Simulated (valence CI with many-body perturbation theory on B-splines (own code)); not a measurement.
Which ion has this spectrum?

A relativistic CI+MBPT calculation for an atom or ion with 7 electrons gives these levels (× 10³ cm⁻¹):

```
  J  Parity       E     g
3/2     odd    0.00  1.52
3/2     odd  436.70  1.34
5/2     odd  543.94  1.19
1/2     odd  683.88  0.65
3/2     odd  1113.0  1.25
5/2    even  1483.0  1.54
3/2    even  1761.4  1.48
1/2    even  1768.8  2.40
3/2    even  2096.1  1.19
5/2    even  2226.3  1.24
1/2    even  2387.8  1.54
3/2    even  2476.4  1.18
1/2    even  2955.0  1.37
3/2     odd  3644.4  1.33
```

The energies are calculated, and their last digits are not significant.

Q: Which is it?
A. Kr29+
B. Zr33+
C. Rb30+
D. Se27+

A: C. Rb30+, ground level (2s^2 2p1/2^2 2p3/2) J=3/2.
